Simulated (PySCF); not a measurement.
Work out the structure from these simulated measurements.

Formula: C2H2N2S2Si.

| Quantity | Value |
| --- | --- |
| Rotational structure | rotational constants A, B, C: 2.929, 0.499, 0.429 GHz [PBE0-D3(BJ)/def2-SVP] |
| UV, strongest line | among the 10 lowest singlet transitions: S9 at 6.69 eV (185 nm, f = 0.471) [TDDFT CAM-B3LYP/def2-SVPD] |
| UV, first state | lowest singlet excitation: 4.88 eV (254 nm, f = 0.000) [TDDFT CAM-B3LYP/def2-SVPD] |
| Triplet | lowest triplet excitation (Tamm–Dancoff): 4.35 eV [TDA CAM-B3LYP/def2-SVPD] |
| Polarisability | 114.2 au [CAM-B3LYP/def2-SVPD] |
| 1H NMR | chemical shifts (computed TMS as zero) by class: 5.05 (2 H) ppm [GIAO KT2/pcSseg-1] |
| Dipole | 2.16 D [CAM-B3LYP/def2-SVPD] |
| 13C NMR | chemical shifts (computed TMS as zero) by class: 134.9 (2 C) ppm [GIAO KT2/pcSseg-1] |
| NMR, other nuclei | isotropic shieldings of nuclei other than C and H, by class: 152 (2 N), 450 (1 Si), 716 (2 S) ppm [GIAO KT2/pcSseg-1] |

Gas-phase values; electronic properties from PySCF, density fitting. Levels stand in brackets. Isolated species at its PBE0-D3(BJ)/def2-SVP geometry, gas phase. Each NMR value is the plain mean over a class of atoms that symmetry, rotation or inversion makes alike.

Question: Propose a structure and show how it fits.

Answer: 2 carbons fall into 1 class: carbon bonded to N and S (134.9 ppm, 2 C). All hydrogens form one class (5.05 ppm): hydrogen on silicon. The other shieldings belong to: 152 ppm, nitrogen bonded to C and Si; 450 ppm, silicon bonded to 2 N and 2 H; 716 ppm, sulfur bonded to C. The optimised geometry has point group C2v and is an asymmetric top. Structure: Si(NCS)2H2 (`[H][Si]([H])(N=C=S)N=C=S`). The assignments are read from this structure; whether some other isomer fits the data as well wasn't checked.
